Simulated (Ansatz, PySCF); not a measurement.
HSe, SMILES [SeH] (connectivity only; charge and spin as stated), charge -1, multiplicity 1. Atoms are numbered in the order given.

```xyz
2

Se     0.0000     0.0000    -0.0885
H      0.0000     0.0000     1.3848
```
Charge -1, spin multiplicity 1.

The structure is a stationary point at PBE0-D3(BJ)/def2-TZVPD. The spin state was assumed, not searched.

Two levels are set side by side: PBE-D3(BJ)/def2-TZVPD (Ansatz, a quantum-chemistry and plane-wave program) and PBE0-D3(BJ)/def2-TZVPD (Ansatz). Each level has its own optimised geometry; the coordinates shown are those of the second. Frequencies come from the Hessian of PySCF at each geometry. Differences are taken from unrounded values.

| quantity | PBE0-D3(BJ) |
|---|---|
| bond Se1–H2 (Å) | 1.473 |
| highest harmonic wavenumber (cm⁻¹) | 2394 |
| mean harmonic wavenumber (cm⁻¹) | 2394 |
| zero-point energy (kcal/mol) | 3.42 |

What does PBE-D3(BJ) give, and how far is it from PBE0-D3(BJ)? (An estimate is asked for; the answer gives what the named calculation found.)


| quantity | PBE-D3(BJ) | PBE-D3(BJ) minus PBE0-D3(BJ) |
|---|---|---|
| bond Se1–H2 (Å) | 1.487 | 0.013 |
| highest harmonic wavenumber (cm⁻¹) | 2304 | -90 |
| mean harmonic wavenumber (cm⁻¹) | 2304 | -90 |
| zero-point energy (kcal/mol) | 3.29 | -0.13 |
